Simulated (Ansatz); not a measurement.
H₇NO₂Si₂, SMILES N[Si](O)(O)[SiH3].

Coordinates come from a TPSSh-D3(BJ)/def2-SVP optimisation. The structure was generated by enumeration, and PubChem lists no compound with its InChIKey, so it may never have been made. One conformer was computed; it need not be the lowest.

Two levels are set side by side: PBE/def2-TZVPD (Ansatz, a program for electronic structure) and CAM-B3LYP/def2-TZVPD (Ansatz). Energy differences of separate SCF runs at the same geometry; the states with an electron removed or added have multiplicity 2 and 2. Differences are taken from unrounded values.

| quantity | CAM-B3LYP |
|---|---|
| vertical ionisation energy (eV) | 9.68 |
| vertical singlet–triplet gap (eV) | 6.02 |

Question: What does PBE give, and how far is it from CAM-B3LYP? (The exact figures need the calculation; the answer reports its results.)

Answer: 
```json
[
 {"quantity": "vertical ionisation energy (eV)", "PBE": "9.20", "PBE minus CAM-B3LYP": "-0.47"},
 {"quantity": "vertical singlet–triplet gap (eV)", "PBE": "5.40", "PBE minus CAM-B3LYP": "-0.62"}
]
```
